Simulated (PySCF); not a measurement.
A side-by-side comparison of computed properties.

First species: CH6N2Si.
Numbering: `[CH2:1]=[N:2][SiH2:3][NH2:4]` (hydrogens: H5, H6 on C1; H7, H8 on Si3; H9, H10 on N4)

Structure used (PBE0-D3(BJ)/def2-SVP), in Å, numbered top down from 1:
```
atom  x, y, z in Å
C1     1.940   -0.472   -0.191
N2     0.849   -0.095   -0.699
Si3   -0.471    0.636    0.217
N4    -1.977   -0.177    0.029
H5     2.733   -0.925   -0.818
H6     2.196   -0.387    0.890
H7    -0.142    0.636    1.681
H8    -0.608    2.020   -0.318
H9    -2.132   -1.047    0.527
H10   -2.417   -0.206   -0.884
```

Second species: Ge₂H₁₁NSi₂.
Structure used (PBE0-D3(BJ)/def2-SVP), in Å, numbered top down from 1:
```xyz
16
Ge2H11NSi2 angstrom
Si    -1.7531    1.5847    0.1267
N     -1.0457    0.0280   -0.2429
Si    -1.7151   -1.4811    0.3348
Ge     0.6500    0.0017   -1.0275
Ge     2.3462   -0.0285    0.7063
H     -1.6822    2.4745   -1.0731
H     -3.1769    1.3842    0.5290
H     -1.0403    2.2877    1.2426
H     -1.0646   -1.9572    1.5986
H     -3.1740   -1.3013    0.5959
H     -1.5068   -2.5435   -0.6973
H      0.7524    1.2785   -1.8864
H      0.7172   -1.2515   -1.9229
H      2.2182    1.2408    1.5676
H      2.1487   -1.2604    1.6078
H      3.7601   -0.0788    0.0973
```

Levels: CAM-B3LYP/def2-SVPD for dipole moment, HOMO energy, LUMO energy, HOMO–LUMO gap, static isotropic polarisability and electronic spatial extent ⟨r²⟩ about the centre of nuclear charge; TDDFT CAM-B3LYP/def2-SVPD for lowest singlet excitation; TDA CAM-B3LYP/def2-SVPD for lowest triplet excitation (Tamm–Dancoff); ΔSCF CAM-B3LYP/def2-SVPD for vertical ionisation energy; PBE0-D3(BJ)/def2-SVP for rotational constant A and rotational constant C. Geometries: PBE0-D3(BJ)/def2-SVP. Each species is one conformer at its optimised geometry, gas phase, non-relativistic unless stated. Electronic properties by PySCF.

Dipoles, sizes and rotational constants follow the conformer. The torsions of the flexible species, by atom-mapped SMILES:
- `[CH2:1]=[N:2][SiH2:3][NH2:4]`: C1–N2–Si3–N4 -125°, H–N4–Si3–N2 77°, H–N4–Si3–N2 -64°
- `[SiH3:1][N:2]([SiH3:3])[GeH2:4][GeH3:5]`: Si1–N2–Ge4–Ge5 89°

(1) Which of the two has the higher HOMO–LUMO gap, and by how much?

(2) Which of the two has the higher ⟨r²⟩, and by how much?

(3) Which has the higher T1 energy?

(4) Which of the two has the higher dipole moment, and by how much?

(5) Which has the higher vertical ionisation energy?

(6) Which has the higher static isotropic polarisability?

(7) Which has the higher LUMO energy?

(8) Which of the two has the higher rotational constant A, and by how much?

## Answers

(1) The second: 8.94 eV against 8.72 eV, a difference of 0.22 eV.

(2) The second: 1915 bohr² against 444 bohr², a difference of 1471 bohr².

(3) The second: 5.32 eV against 3.45 eV, a difference of 1.87 eV.

(4) The first: 1.40 D against 0.71 D, a difference of 0.69 D.

(5) The first: 9.25 eV against 8.91 eV, a difference of 0.34 eV.

(6) The second: 125.6 au against 55.9 au, a difference of 69.7 au.

(7) The second: 0.50 eV against 0.32 eV, a difference of 0.18 eV.

(8) The first: 17.114 GHz against 1.725 GHz, a difference of 15.389 GHz.

On the first: In wavenumbers S1 is 32800 cm⁻¹ (1 eV = 8065.54 cm⁻¹). A dipole of 1.40 D is allowed in C1, and pure rotational transitions are dipole-allowed.

On the second: The ΔSCF ionisation energy exceeds −ε(HOMO) by 0.47 eV with CAM-B3LYP. No computed singlet falls in the visible range (750 to 380 nm, 1.65 to 3.26 eV); S1 lies 2.47 eV above its blue end. The calculation is non-relativistic and has no spin–orbit coupling, an omission that weighs most on germanium.
